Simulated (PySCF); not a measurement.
# B97-3 on Co(2+) (cobalt, charge +2)

Configuration: [Ar] 3d6 4p1, one real determinant (an excited configuration). Calculation: PySCF 2.14, in aug-cc-pVTZ; the non-relativistic Hamiltonian (point nucleus).

| Quantity | Value |
| --- | --- |
| Total energy | -1381.232 hartree |
| One-electron energy | -1886.798 hartree |
| Hartree (Coulomb) energy | 564.004 hartree |
| Exchange-correlation energy | -58.437 hartree |
| Kinetic energy | 1379.92752 hartree |
| ⟨S²⟩ | 8.7516 |
| ⟨L²⟩ | 8.008 |
| Sum of ⟨r⟩ | 16.75 bohr |
| Sum of ⟨r²⟩ | 21.65 bohr² |
| Traceless quadrupole moment −½Σ⟨3z² − r²⟩ along its main axis | -3.11 e·bohr² |
| Density at the nucleus (Gaussians lack the cusp) | 13300 bohr⁻³ |
| Spin density at the nucleus | 0.287 bohr⁻³ |
| Langevin diamagnetic susceptibility | -17.1 ×10⁻⁶ cm³/mol |

```
shell  electrons  mean orbital energy (hartree)  spread (hartree)  rms radius, mean of both spins (bohr)
 1s α          1                     -279.04784                 0                                 0.0659
 1s β          1                     -279.04428                 0                                 0.0659
 2s α          1                      -34.20935                 0                                  0.280
 2s β          1                      -34.10438                 0                                  0.280
 2p α          3                      -29.79028           0.03870                                  0.250
 2p β          3                      -29.70160           0.01133                                  0.250
 3s α          1                       -5.02094                 0                                  0.835
 3s β          1                       -4.79535                 0                                  0.835
 3p α          3                       -3.68036           0.06682                                  0.879
 3p β          3                       -3.43358           0.01186                                  0.879
 3d α          5                       -1.46520           0.07309                                   1.05
 3d β          1                       -1.30729                 0                                   1.05
 4p α          1                       -0.68983                 0                                   2.90
```

⟨L²⟩ = 8.01 against 12 for a pure F term, so this real determinant mixes terms.
